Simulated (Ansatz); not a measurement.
Ligand exchange: Ge(CH3)3Br + SiH2(SiH3)Cl → Ge(CH3)3Cl + SiH2(SiH3)Br

Gas-phase species: Ge(CH3)3Br (bromotrimethylgermane), singlet; SiH2(SiH3)Cl, singlet; Ge(CH3)3Cl (chlorotrimethylgermane), singlet; SiH2(SiH3)Br, singlet. The partners trade Br for Cl: Ge–Br and Si–Cl bonds give way to Ge–Cl and Si–Br.

Shapes, held fixed at every level: PBE0-D4/def2-TZVP. Programs: Ansatz 0.2.0. The zero-point and thermal change to 298 K, harmonic and unscaled (PBE0-D4/def2-TZVP), is -0.3 kJ/mol.

| level | kind | ΔH(298 K) (kJ/mol) | less CCSD(T)/def2-TZVPP |
| --- | --- | --- | --- |
| HF/def2-SVP | Hartree–Fock | +4.1 | -4.0 |
| SPW92/def2-TZVPP | LDA | +7.2 | -0.9 |
| r2SCAN-D4/def2-TZVPP | meta-GGA | +7.5 | -0.6 |
| r2SCAN0-D4/def2-TZVPP | global hybrid | +7.5 | -0.6 |
| MP2/def2-SVP | perturbation theory | +6.3 | -1.8 |
| MP2/def2-TZVPP | perturbation theory | +8.8 | +0.7 |
| CCSD/def2-SVP | coupled cluster or CI | +5.4 | -2.7 |
| CCSD(T)/def2-TZVPP | coupled cluster or CI | +8.1 | 0.0 |

The highest level, CCSD(T)/def2-TZVPP, gives ΔH(298 K) = +8.1 kJ/mol; the levels span +4.1 to +8.8. The column of differences is taken from that level and isn't an error. No measured value is set beside it here. Relativity is left out for Br, Ge. Outer-core shells of Br, Ge are correlated, in sets that cover them unevenly.
